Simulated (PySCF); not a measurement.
CCl2 (SMILES Cl[C]Cl), singlet, at a GFN2-xTB geometry; HF/3-21G run with PySCF.

Here is a job for PySCF.
```python
from pyscf import gto, scf

mol = gto.M(
    atom='''
Cl   -1.38915200   -0.17507237    0.03623305
C    -0.01953323    0.78443230    0.03618398
Cl    1.39604608   -0.10178609   -0.04900387
''',
    basis='3-21g',
    verbose=3,
)

mf = scf.RHF(mol)
mf.kernel()
mf.analyze()
```

Problem. What does PySCF print? Leave out banner, timings and long lists.

Solution. 
```
converged SCF energy = -952.081861377633
**** MO energy ****
MO #1   energy= -104.158157192517  occ= 2
MO #2   energy= -104.157886882379  occ= 2
MO #3   energy= -11.361217186701   occ= 2
MO #4   energy= -10.5606712236646  occ= 2
MO #5   energy= -10.5597433610334  occ= 2
MO #6   energy= -8.0239855110758   occ= 2
MO #7   energy= -8.02387358204983  occ= 2
MO #8   energy= -8.01886826976798  occ= 2
MO #9   energy= -8.01873741979918  occ= 2
MO #10  energy= -8.01804806954413  occ= 2
MO #11  energy= -8.01794127202163  occ= 2
MO #12  energy= -1.28571320665372  occ= 2
MO #13  energy= -1.16394448947058  occ= 2
MO #14  energy= -0.816149686043436 occ= 2
MO #15  energy= -0.628695973368391 occ= 2
MO #16  energy= -0.602470656661461 occ= 2
MO #17  energy= -0.581125643230464 occ= 2
MO #18  energy= -0.50248261129675  occ= 2
MO #19  energy= -0.489716881559073 occ= 2
MO #20  energy= -0.394057538360697 occ= 2
MO #21  energy= 0.0324229461491146 occ= 0
MO #22  energy= 0.167055829098904  occ= 0
MO #23  energy= 0.262325909705417  occ= 0
MO #24  energy= 0.58450767560753   occ= 0
MO #25  energy= 0.7116088479534    occ= 0
MO #26  energy= 0.733279318494343  occ= 0
MO #27  energy= 0.754212087142906  occ= 0
MO #28  energy= 0.765560289220897  occ= 0
 ** Mulliken atomic charges  **
charge of    0Cl =      0.06041
charge of    1C =     -0.12081
charge of    2Cl =      0.06041
Dipole moment(X, Y, Z, Debye):  0.02988, -1.19999, -0.05535
```
